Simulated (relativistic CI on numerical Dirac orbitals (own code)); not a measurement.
**V3+ in a cubic cluster: 1s photoemission with charge transfer**

Computed with a charge-transfer multiplet model of a cubic metal-ligand cluster with up to 2 ligand holes, Slater and spin-orbit integrals from Dirac-Coulomb-Breit ions, Slater integrals scaled by 0.7. The parameters are those of a tetrahedral site (10Dq negative, t2 hopping the larger). The ground state mixes d2 with configurations of k ligand holes L, whose averages lie at kΔ + k(k − 1)U_dd/2; a core hole lowers each added d electron by U_cd. 300 K, Lorentzian 1.1 eV and Gaussian 0.6 eV FWHM.

Atomic integrals in eV (Slater integrals scaled, ζ unscaled), ground: F2dd 7.050, F4dd 4.418, zeta_d 0.024; with the core hole: F2dd 8.260, F4dd 5.203, zeta_d 0.040, G2cd 0.039.

Cluster parameters (eV): Δ = 5, U_dd = 5.2, U_cd = 6.7, 10Dq = -0.35, 10Dq(ligand) = 0, final-state hopping factor = 0.9.

```csv
Case,n_d,d2,d3L,d4L2,S
"V(eg) = 0.7 eV, V(t2g) = -1.19 eV",2.25,0.76,0.23,0.01,1.00
"V(eg) = 1 eV, V(t2g) = -1.7 eV",2.38,0.65,0.32,0.03,1.00
"V(eg) = 1.6 eV, V(t2g) = -2.72 eV",2.58,0.50,0.43,0.08,1.00
```

Weights, n_d and S are thermal averages at 300 K. Binding energies count from the first peak over 30 % of the highest in each spectrum, which can be another peak from case to case. The parameters are a model scan and need not match a compound or its usual spin state. Peaks in eV (height, largest 100):
- V(eg) = 0.7 eV, V(t2g) = -1.19 eV: 0.0 (100), 2.7 (18), 5.7 (44)
- V(eg) = 1 eV, V(t2g) = -1.7 eV: 0.0 (100), 3.6 (8), 7.6 (26)
- V(eg) = 1.6 eV, V(t2g) = -2.72 eV: 0.0 (100), 11.4 (12)

Curve for V(eg) = 0.7 eV, V(t2g) = -1.19 eV (points under 2 left out, the grid thinned):

E (eV), Intensity and a bar:
```
     -3.2        3.7 #
     -2.9        4.5 #
     -2.6        5.5 #
     -2.3        6.9 ##
     -1.9        9.9 ##
     -1.6       13.6 ####
     -1.3       19.7 #####
     -1.0       30.5 #########
     -0.7       49.4 ###############
     -0.4       76.8 #######################
     -0.1       98.2 ##############################
      0.2       93.4 ############################
      0.6       58.5 ##################
      0.9       36.9 ###########
      1.2       24.5 #######
      1.5       18.1 #####
      1.8       15.4 ####
      2.1       15.4 ####
      2.4       17.0 #####
      2.8       18.3 #####
      3.1       16.8 #####
      3.4       14.5 ####
      3.7       12.9 ###
      4.0       12.6 ###
      4.3       13.6 ####
      4.6       16.4 ####
      5.0       25.2 #######
      5.3       35.2 ##########
      5.6       43.3 #############
      5.9       43.3 #############
      6.2       36.8 ###########
      6.5       30.3 #########
      6.8       24.9 #######
      7.2       16.9 #####
      7.5       12.0 ###
      7.8        8.8 ##
      8.1        6.8 #
      8.4        5.5 #
      8.7        4.7 #
      9.0        4.0 #
      9.3        3.6 
      9.7        3.2 
     10.0        2.9 
     10.3        2.5 
     10.6        2.1
```

For the case V(eg) = 0.7 eV, V(t2g) = -1.19 eV, Δ = 5 eV is smaller than U_dd = 5.2 eV, the charge-transfer side of the Zaanen-Sawatzky-Allen scheme. With the core hole the average of the configuration with one ligand hole lies at Δ − U_cd = -1.7 eV before mixing: the effective hopping of about 2.7 eV (from the holes of the mixed ground state) is comparable with this gap or larger, so the configurations mix strongly.
